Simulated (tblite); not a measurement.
C6H9OP.
Numbering: `[CH2:1]=[CH:2][P:3](=[O:4])([CH:5]=[CH2:6])[CH:7]=[CH2:8]` (hydrogens: H9, H10 on C1; H11 on C2; H12 on C5; H13, H14 on C6; H15 on C7; H16, H17 on C8)

A start from a force field or distance geometry was refined with GFN2-xTB geometry optimisation, gas phase in tblite. Values at the start:

```
 coordinate    start
      C1=C2  1.351 Å
      C1–H9  1.086 Å
     C1–H10  1.088 Å
      C2–P3  1.808 Å
     C2–H11  1.078 Å
      P3=O4  1.492 Å
      P3–C7  1.785 Å
   C1–C2–P3   115.6°
   C2–P3–O4   112.8°
   C2–P3–C5   106.3°
C1–C2–P3–O4     -35°
C2–P3–C5–C6      93°
C2–P3–C7–C8    -109°
```

Problem. How do these coordinates change at the GFN2-xTB level?

Solution. 
```tsv
coordinate	GFN2-xTB (Å or °)	change
P3–C7	1.818	+0.033
C1=C2	1.321	-0.030
P3=O4	1.465	-0.027
C2–P3	1.818	+0.010
C1–H10	1.079	-0.009
C1–H9	1.079	-0.007
C2–H11	1.080	+0.002
C1–C2–P3	118.7	+3.1
C2–P3–C5	103.5	-2.8
C2–P3–O4	114.9	+2.1
C1–C2–P3–O4	0	+35
C2–P3–C5–C6	126	+33
C2–P3–C7–C8	-126	-17
```

The energy falls by 0.323 eV over 109 L-BFGS steps, the largest force on an atom goes from 2.65 to 0.009 eV/Å, and the atoms move by 0.476 Å rms after alignment. Among the bonds, P3–C5 and P3–C7 change most and about equally (+0.032 to +0.033 Å). Bonds longer at the end by more than 0.005 Å: 3 of 16; shorter: 9. Among the dihedrals that turn most is C1–C2–P3–C7, from 90° to 126°. Rotational constants go from 2146, 1586, 1182 to 1767, 1766, 1165 MHz.

Run on one thread of an x86-64 server, no GPU, on a shared host.

Its GFN2-xTB frequencies are all real (lowest 60 cm⁻¹). One conformer, not necessarily the lowest.

The numbers are calculated, not measured.
